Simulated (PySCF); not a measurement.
## Dipole moment and polarisability of `CCCC#CC=O`

Species: C6H8O.
Numbering: `[CH3:1][CH2:2][CH2:3][C:4]#[C:5][CH:6]=[O:7]` (hydrogens: H8, H9, H10 on C1; H11, H12 on C2; H13, H14 on C3; H15 on C6)

Cartesian coordinates in Å at the GFN2-xTB level; atoms count from 1:
```xyz
15
C6H8O angstrom
C     -1.7257   -0.7020    0.4669
C     -1.3838   -0.0036   -0.8427
C      0.0632   -0.2779   -1.2728
C      1.0071    0.2607   -0.3248
C      1.7773    0.7250    0.4791
C      2.6780    1.2646    1.4399
O      2.3923    1.5912    2.5629
H     -1.6251   -1.7811    0.3662
H     -1.0608   -0.3661    1.2594
H     -2.7492   -0.4797    0.7587
H     -2.0537   -0.3499   -1.6323
H     -1.5238    1.0731   -0.7282
H      0.2294   -1.3569   -1.3487
H      0.2579    0.1641   -2.2545
H      3.7125    1.3616    1.0489
```

Level: wB97X-D/def2-SVPD (PySCF), static field, nuclei fixed, core orbitals frozen in the response. The polarisability tensor in these axes (au):

```
x   83.96 12.43 14.90
y   12.43 62.11 11.84
z   14.90 11.84 82.67
```

Q: Give the principal values, the mean and the anisotropy Δα = √{½[(α1 − α2)² + (α2 − α3)² + (α1 − α3)²]}.

A: Principal values 55.26, 68.40 and 105.09 au; mean 76.25 au = 11.30 Å³ = 12.57 × 10⁻⁴⁰ C²·m²/J; Δα = 44.74 au (59 % of the mean).

Q: What is the dipole moment, and where does it point?

A: (-1.07, -1.45, -3.58) D, 4.00 D in size, pointing from the negative to the positive side. Measured along this direction, the outermost atoms are O7 at the negative end and H11 at the positive end.

Q: Along which axes do the principal values lie, and how far do the nuclei extend along each?

A: Largest value along (0.67, 0.37, 0.64), where the nuclei span 6.40 Å; middle along (-0.69, 0.00, 0.72), 4.26 Å; least along (-0.27, 0.93, -0.25), 2.90 Å. The response follows the extents in order.

Q: Find the Langevin capture rate constant for NH4+ (18.034 u) meeting this molecule (96.058 u), k = 2.342 × 10⁻⁹ cm³/s × √(α in Å³ / reduced mass in u).

A: The reduced mass is 15.18 u, so k = 2.02 × 10⁻⁹ cm³/s. The formula leaves out the permanent dipole, which adds to the capture rate.

Q: Sum over states: ᾱ = Σ f/ω², ω in Eh. What share falls to these 8 lowest TDDFT singlets (eV, f)? 3.95, 0.0003; 4.75, 0.0002; 5.71, 0.1807; 6.99, 0.0004; 7.56, 0.0061; 7.94, 0.0338; 8.06, 0.0252; 8.24, 0.4256.

A: They add up to 9.55 au, 12.5 % of the 76.25 au; the largest single term is 4.65 au, from the state at 8.24 eV. Terms in order: 0.02, 0.01, 4.11, 0.01, 0.08, 0.40, 0.29, 4.65 au. Higher excitations give the rest. The strengths listed sum to 0.672.

Q: What depolarisation ratio follows for Rayleigh scattering of linearly polarised light, taking the static tensor?

A: ρ = 3Δα²/(45ᾱ² + 4Δα²) = 6004.3/(261630 + 8005.7) = 0.0223.

Q: What would n − 1 = 2πNα be for an ideal gas of these molecules at 500 K and 1 atm, electronic part alone?

A: N = p/kT = 1.4678 × 10¹⁹ cm⁻³, so n − 1 = 2π × N × 11.30 × 10⁻²⁴ cm³ = 1042 × 10⁻⁶ at long wavelengths, for an ideal gas.

The structure is a single GFN2-xTB conformer in the gas phase; no vibrational or solvent corrections.

The run behind these numbers computed excited states as well. On an Intel Xeon Platinum 8259CL at 2.50 GHz with one thread, no GPU (shared host), this took 51 s wall (with the writing of density and orbital grids) and 0.86 GiB of memory at its peak.

The pairwise dispersion term of wB97X-D wasn't added to the energies; at a given geometry it leaves orbitals and properties as they are.
